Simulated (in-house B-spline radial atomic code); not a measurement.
A calculation on Pr V (Pr4+) (an excited or competing configuration): its settings, and results tabulated from the run. All numbers are computed (scalar-relativistic (X2C) B3LYP, spin-polarised, spherical fractional occupations, exact exchange averaged over the configuration; Fermi nucleus of rms radius 4.8919 fm) with an all-electron radial atomic-structure program (B-spline basis), not measured.

Command:
```bash
python run_scf.py task.json out
```
Settings (nuclear radius in fm, mass in u):
```
Z                59
configuration    [Xe] 6s1
hamiltonian      x2c
method           b3lyp
spin_polarised   True
nucleus          fermi
rms_radius       4.8919
atomic_mass      140.90766
speed_of_light   137.035999084
exact_exchange   averaged over the configuration
```

Output (hartree, bohr):
```
 radial grid: 73 intervals, B-splines of order 8, outer radius 40.8511 bohr

 iter        energy (Eh)    residual
    1       -9220.107159    6.36e-01
    2       -9228.662688    4.33e-01
    3       -9232.828440    9.29e-02
    4       -9233.050246    2.53e-02
    5       -9233.059706    1.15e-02
    6       -9233.062933    1.39e-03
    7       -9233.062949    9.47e-05
    8       -9233.062949    1.10e-05
    9       -9233.062949    4.89e-07

 total energy                     -9233.06295
 kinetic                            9934.7097
 electron-nucleus                 -22410.2716
 Hartree                            3458.9152
 exact exchange                      -42.6061
 exchange-correlation               -173.8102

 orbital      occ     eigenvalue          <r>       <r^2>       <1/r>       r_max
 1s up      1.000     -1538.9133    0.0234254  0.00075579     68.7055     0.01462
 1s down    1.000     -1538.9118    0.0234255 0.000755791     68.7054     0.01462
 2s up      1.000      -250.4377      0.10245   0.0124492      15.762     0.08713
 2s down    1.000      -250.4366     0.102451   0.0124493     15.7619     0.08713
 2p up      3.000      -224.5788    0.0901946   0.0099464     14.2068     0.06988
 2p down    3.000      -224.5781    0.0901946  0.00994641     14.2068     0.06988
 3s up      1.000       -56.3926     0.271911    0.084611      5.6272      0.2492
 3s down    1.000       -56.3911     0.271914   0.0846123     5.62711      0.2492
 3p up      3.000       -48.1355     0.269944   0.0845548     5.17994      0.2439
 3p down    3.000       -48.1345     0.269943   0.0845539     5.17996      0.2439
 3d up      5.000       -36.3908     0.247495   0.0721501     4.87505      0.2006
 3d down    5.000       -36.3900     0.247493   0.0721489     4.87507      0.2006
 4s up      1.000       -13.2687     0.617456    0.429912     2.33354      0.5772
 4s down    1.000       -13.2658     0.617492    0.429953     2.33327      0.5772
 4p up      3.000       -10.5135     0.651304    0.481758     2.12543      0.6012
 4p down    3.000       -10.5114      0.65125    0.481667     2.12556      0.6012
 4d up      5.000        -6.5067     0.709913    0.582422     1.86307      0.6295
 4d down    5.000        -6.5045     0.709804    0.582238     1.86334      0.6294
 5s up      1.000        -3.3282      1.39478     2.17385    0.964911        1.29
 5s down    1.000        -3.3206      1.39549     2.17547    0.963885       1.292
 5p up      3.000        -2.5363      1.56148     2.73594      0.8448       1.423
 5p down    3.000        -2.5300      1.55758     2.72039     0.84654       1.423
 6s up      1.000        -1.2332       2.9548     9.66685    0.440158        2.82
```

Run time, properties included: 0.33 s on 1 thread of Arm Neoverse V1 (shared host).

One-electron X2C: radii and densities carry no picture-change correction, so inner-shell <1/r> comes out high (for 1s by about 2 % at Z = 33, 5 % at 54, 10 % at 75, 30 % at 118) and <r> low.
